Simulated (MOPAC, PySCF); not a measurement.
C4H7B, SMILES `C(=C\B)/C=C`, neutral singlet in the gas phase. 

Cartesian coordinates (Å):
```xyz
12

B      1.5239     1.7283    -1.0041
C      0.2266     0.9541    -0.7903
C      0.1329    -0.0346     0.1291
C     -1.0524    -0.8174     0.3967
C     -1.1000    -1.7865     1.3156
H      2.4803     1.4540    -0.3425
H      1.6079     2.5997    -1.8142
H     -0.6680     1.1715    -1.3713
H      1.0100    -0.2754     0.7256
H     -1.9352    -0.5871    -0.1919
H     -2.0006    -2.3578     1.4960
H     -0.2319    -2.0344     1.9150
```
Charge 0, multiplicity 1.

All levels are single points at this geometry (B3LYP-D3(BJ)/def2-TZVP); Pople sets use spherical d functions. Orbital energies aren't observables, and empty levels follow the basis.

```tsv
level	HOMO (eV)	LUMO (eV)	gap (eV)	dipole (D)	vertical IE, Delta-SCF (eV)
B3LYP-D3(BJ)/def2-TZVP in PySCF	-7.14	-2.54	4.61	2.31	9.27
B3LYP/3-21G in PySCF	-6.95	-2.24	4.70	2.48	–
BP86/6-31G* in PySCF	-6.25	-3.00	3.25	2.54	–
M06-2X/6-31G* in PySCF	-8.14	-1.16	6.98	2.06	–
PBE/6-31G* in PySCF	-6.16	-2.92	3.25	2.54	9.12
HF/6-31G* in PySCF	-8.99	1.69	10.68	2.05	–
HF/STO-3G in PySCF	-7.43	4.66	12.09	1.59	–
AM1 in MOPAC	-9.57	-0.27	9.31	1.27	–
PM3 in MOPAC	-9.97	-0.99	8.98	2.48	–
```
